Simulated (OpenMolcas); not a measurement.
**Mn4+: effect of the metal basis**

Mn4+ with its 6 nearest fluoride ions at 1.827 Å, on the Ge site of Cs2GeF6 (a = 9.021 Å, distance in the model lattice 1.804 Å). The rest of the host is ab initio model potentials to 7.6 Å and point charges beyond; the distance is set by hand and nothing relaxes.

```yaml
Program: OpenMolcas
Method: "SS-CASPT2, IPEA 0.25 Eh, imaginary shift 0.1 Eh (closed shells correlated: 3s 3p and the ligand valence shells)"
Spin-orbit_coupling: RASSI with atomic mean-field integrals over the reference wave functions
```

Fixed: ligand basis ANO-RCC-VDZP, active space 3 electrons in 5 orbitals (3d), DKH2 Hamiltonian.

States (labels of O, the rotations of Oh). Energies in cm-1 above the lowest state or level, χT in cm3 K/mol.

```tsv
Run	Metal basis	Ground state	First state of that spin	First gap with spin-orbit (degeneracies)	χT at 300 K	First state of another spin	Cost
A	ANO-RCC-VDZP	4A2	4T2 26800	14520 (4, 4)	1.842	2E 14540	roughly 100 core-seconds
B	ANO-RCC-VTZP	4A2	4T2 26060	13880 (4, 4)	1.841	2E 13890	roughly 2.6 core-minutes
```

Against A, the first state of the same spin changes by -2.8 % in B.

Costs are those of the CASPT2 steps.

Roots that are degenerate in the reference are averaged as groups; the widest CASPT2 spread within a group is 850 cm-1 (the 3-fold group of multiplicity 2 near 89100 cm-1 above the lowest state of its run, A). Shifts and gaps below about the spread of the groups concerned are not significant. Over all roots computed the reference weight is 0.68 to 0.70 in A, 0.68 to 0.70 in B; a low but even weight reflects the number of correlated electrons. Ligand-to-metal charge-transfer states are missing. With no ligand orbital active B as a rule stays too high, so bands that hang on it stand too high and its fall with covalency is understated. With one d shell and no ligand orbital active, 10Dq can be off by a tenth or more. The least metal-like active orbital is 79 % on the metal (Löwdin) and no ligand orbital is active, so the numbers are rough (holds for A). The least metal-like active orbital is 80 % on the metal (Löwdin) and no ligand orbital is active, so the numbers are rough (holds for B). No measured value stands beside these numbers; the geometry was set by hand and not optimised.
